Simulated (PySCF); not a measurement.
# Working with the constants of AsF

PBE0 constants of AsF, ³Σ⁻ (triplet), unpaired electrons π ↑↑ (As cc-pVTZ-PP with ECP10, F cc-pVTZ; scalar-relativistic core potentials (PySCF 2.14); masses 74.9216 and 18.9984 u):

| Property | Result |
| --- | --- |
| ωe | 694.8 cm⁻¹ |
| ωexe | 3.04 cm⁻¹ |
| Be | 0.36707 cm⁻¹ |
| αe | 0.00247 cm⁻¹ |
| De to As + F | 4.17 eV |

Problem. What force constant and bond length do these constants imply?

Solution. Reduced mass μred = 15.155 u; k = 5.8918×10⁻⁷·μred·ωe² (u, cm⁻¹, mdyn/Å) = 4.31 mdyn/Å; Re = √(16.8576/(μred·Be)) (u, cm⁻¹, Å) = 1.741 Å.

Problem. Estimate the centrifugal constant D from the Kratzer relation and find the Dunham coefficient a1.

Solution. D = 4Be³/ωe² = 4.1e-07 cm⁻¹; a1 = −1 − αeωe/(6Be²) = -3.12.

Spin–orbit coupling is left out. The state is the lowest determinant that a PBE0 search found; another state may lie lower at other levels.
